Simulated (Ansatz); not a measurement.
Species: C₄H₃N₂ (charge -1, singlet). It need not be the lowest isomer of its formula. Whether it binds its extra electron was not tested at this geometry. 
Geometry from a B3LYP-D3(BJ)/def2-TZVP (Ansatz, a program for electronic structure) optimisation:
SMILES: c1nc[c-]cn1
```xyz
9

C      0.1277    -1.4924     0.0367
C      1.1946    -0.5770     0.1006
N      1.1229     0.7729     0.0708
C     -0.1083     1.2659    -0.0311
N     -1.2375     0.5667    -0.1037
C     -1.0788    -0.7757    -0.0674
H      2.2234    -0.9411     0.1849
H     -0.2013     2.3525    -0.0578
H     -2.0305    -1.3128    -0.1295
```
Charge -1, spin multiplicity 1.

Total electronic energies in hartree. Correlated levels leave the core frozen unless marked. No spin-orbit coupling. Non-relativistic. CBS marks a two-point X^-3 extrapolation of the correlation energy; Hartree-Fock from the larger set.

The Hartree-Fock reference is unstable (checked in the largest basis), which strains HF and MP2. 

| level | program | energy (Eh) |
|---|---|---|
| HF/STO-3G | Ansatz | -258.61059 |
| RI-HF/cc-pVTZ | Ansatz | -262.13410 |
| RI-HF/cc-pVQZ | Ansatz | -262.15456 |
| revPBE/def2-TZVPD | Ansatz | -263.72577 |
| r2SCAN-D3(BJ)/def2-TZVPD | Ansatz + dftd3 | -263.64631 |
| PBE0/STO-3G | Ansatz | -259.93362 |
| PBE0/def2-SVP | Ansatz | -263.18142 |
| PBE0-D3(BJ)/def2-TZVP | Ansatz + dftd3 | -263.48446 |
| PBE0-D4/def2-TZVP | Ansatz + dftd4 | -263.48547 |
| PBE0/def2-TZVPD | Ansatz | -263.48220 |
| PBE0/def2-QZVPP | Ansatz | -263.49507 |
| BHLYP-D3(BJ)/def2-TZVPD | Ansatz + dftd3 | -263.63929 |
| BHLYP-D4/def2-TZVPD | Ansatz + dftd4 | -263.63899 |
| r2SCAN0/def2-TZVPD | Ansatz | -263.60465 |
| HSE06/def2-TZVPD | Ansatz | -263.46855 |
| LC-wPBE/def2-TZVPD | Ansatz | -263.59421 |
| MP2/aug-cc-pVDZ | Ansatz | -262.97266 |
| SCS-MP2/6-31G* | Ansatz | -262.83240 |
| SCS-MP2/aug-cc-pVTZ | Ansatz | -263.16490 |
| CCSD/CBS(aug-cc-pVTZ,aug-cc-pVQZ) | Ansatz | -263.2884 |
| CCSD(T)/STO-3G | Ansatz | -259.00840 |
| CCSD(T)/cc-pV5Z | Ansatz | -263.33491 |
| CCSD(T)/CBS(aug-cc-pVTZ,aug-cc-pVQZ) | Ansatz | -263.3561 |

Totals of different functionals don't rank their quality; only differences between species are comparable.
